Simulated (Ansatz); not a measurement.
Ansatz (a quantum-chemistry and plane-wave program) input (B3LYP-D3(BJ)/def2-TZVP):

Ansatz 0.2 input:
```yaml
crystal:
  periodic: [false, false, false]
  atoms:
    - {symbol: Si, position_ang: [0.01902566, -0.30051945, 0.37327290]}
    - {symbol: F, position_ang: [-0.13883679, -1.22096133, -0.95012501]}
    - {symbol: Cl, position_ang: [-1.60869001, 0.87592976, 0.36985639]}
    - {symbol: Cl, position_ang: [1.76477574, 0.66051256, 0.12279159]}
basis:
  gaussian:
    orbitals: def2-TZVP
hamiltonian:
  xc: b3lyp
  dispersion: d3bj
magnetization: {spin_polarized: true, initial_magnetization: 1}
relax: {f_tol: 0.002, max_steps: 150}
```

End of the output:

```
relax step   3: F+E_penalty+E_count = -35646.73932500 eV  Δ(F+E_penalty+E_count) = -3.488e-3 eV  max|allowed force component| = 2.797e-1 eV/Å  Δτ_max = 0.0209 Å  (31 SCF iters, accepted)
these checks for a lower state are left out or cut short: starts, cluster_reference, orbital_swaps, neighbouring_geometries, increment
integrals: 0.06 GiB planned
943 factors; their error is unknown
mean field: 0.82 GiB planned
mean field evaluation 32: about -35646.4182 eV, gradient 5.5e-1 eV
mean field -35646.51542100 eV, -1309.9852796459 hartree, gradient 1.3e-5 eV, S^2 0.751863; 0 other end points of the search recorded, 0 dependent functions left out
the calculation of the forces begins
reference -35646.51564692 eV, -1309.9852879482 hartree; 29, 28 occupied and 113, 114 virtual orbitals, 943 factors
relax step   4: F+E_penalty+E_count = -35646.74130509 eV  Δ(F+E_penalty+E_count) = -1.980e-3 eV  max|allowed force component| = 3.411e-2 eV/Å  Δτ_max = 0.0100 Å  (31 SCF iters, accepted)
these checks for a lower state are left out or cut short: starts, cluster_reference, orbital_swaps, neighbouring_geometries, increment
integrals: 0.06 GiB planned
943 factors; their error is unknown
mean field: 0.82 GiB planned
mean field -35646.51549454 eV, -1309.9852823484 hartree, gradient 7.7e-5 eV, S^2 0.751860; 0 other end points of the search recorded, 0 dependent functions left out
the calculation of the forces begins
reference -35646.51572046 eV, -1309.9852906508 hartree; 29, 28 occupied and 113, 114 virtual orbitals, 943 factors
relax step   5: F+E_penalty+E_count = -35646.74135268 eV  Δ(F+E_penalty+E_count) = -4.759e-5 eV  max|allowed force component| = 1.565e-3 eV/Å  Δτ_max = 0.0018 Å  (22 SCF iters, accepted)
integrals: 0.06 GiB planned
943 factors; their error is unknown
mean field: 0.82 GiB planned
mean field -35646.51549454 eV, -1309.9852823484 hartree, gradient 7.7e-5 eV, S^2 0.751860; 1 other end points of the search recorded, 0 dependent functions left out
the calculation of the forces begins
reference -35646.51572046 eV, -1309.9852906508 hartree; 29, 28 occupied and 113, 114 virtual orbitals, 943 factors
Total energy: -35646.74157860 eV, -1309.9935907843 hartree
Atom 0 at     0.012587    -0.348654     0.334456 Å, force    -0.000046    -0.001565     0.000784 eV/Å
Atom 1 at    -0.141605    -1.273405    -0.956711 Å, force     0.000096     0.000961     0.000168 eV/Å
Atom 2 at    -1.597524     0.926282     0.392473 Å, force    -0.001239     0.000393    -0.000379 eV/Å
Atom 3 at     1.762816     0.710739     0.145578 Å, force     0.001189     0.000211    -0.000574 eV/Å
Dipole moment:     0.010858    -0.037248     0.180269 e Å
```

It need not be the lowest isomer of its formula.
